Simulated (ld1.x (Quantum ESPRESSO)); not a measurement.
# u(r) = r·R(r): atom against pseudo-atom (Ru (Z = 44))

Columns: radius, all-electron u(r) and pseudo u(r) of the 5p shell (level -0.91 eV) of ruthenium in the configuration [Kr] 4d7 5s1 5p0; PBE, scalar-relativistic, TM semilocal scheme, ld1.x (Quantum ESPRESSO) 7.5.

```tsv
r (bohr)	all-electron	pseudo
0.205	-0.0594	-0.0029
0.410	-0.0492	-0.0116
0.615	0.0951	-0.0260
0.820	0.1608	-0.0458
1.025	0.1405	-0.0708
1.230	0.0732	-0.1004
1.435	-0.0103	-0.1341
1.640	-0.0933	-0.1712
1.845	-0.1683	-0.2105
2.050	-0.2329	-0.2507
2.255	-0.2871	-0.2903
2.460	-0.3314	-0.3277
2.665	-0.3668	-0.3613
2.870	-0.3946	-0.3899
3.075	-0.4156	-0.4126
3.280	-0.4308	-0.4293
3.485	-0.4410	-0.4405
3.690	-0.4470	-0.4469
3.895	-0.4494	-0.4494
4.100	-0.4489	-0.4489
4.305	-0.4459	-0.4459
4.510	-0.4409	-0.4409
4.715	-0.4343	-0.4343
4.920	-0.4262	-0.4262
5.125	-0.4171	-0.4171
5.330	-0.4071	-0.4071
```

**Question.** How many radial nodes do the two functions have?

**Answer.** The all-electron 5p function has n − l − 1 = 3 (the table is too coarse to show those close to the nucleus); the pseudo-wave has 0, since the states of the same l below it are removed with the core.

**Question.** At about which radius was the pseudo-wave matched?

**Answer.** 4.10 bohr. The columns agree to 0.0005 from 3.69 bohr on; several derivatives are matched, so the curves merge somewhat inside the radius.

**Question.** Is the pseudo-wave norm-conserving?

**Answer.** Yes: the TM semilocal scheme keeps the norm inside the radius equal to the all-electron one, which fixes the energy derivative of the logarithmic derivative at the level.
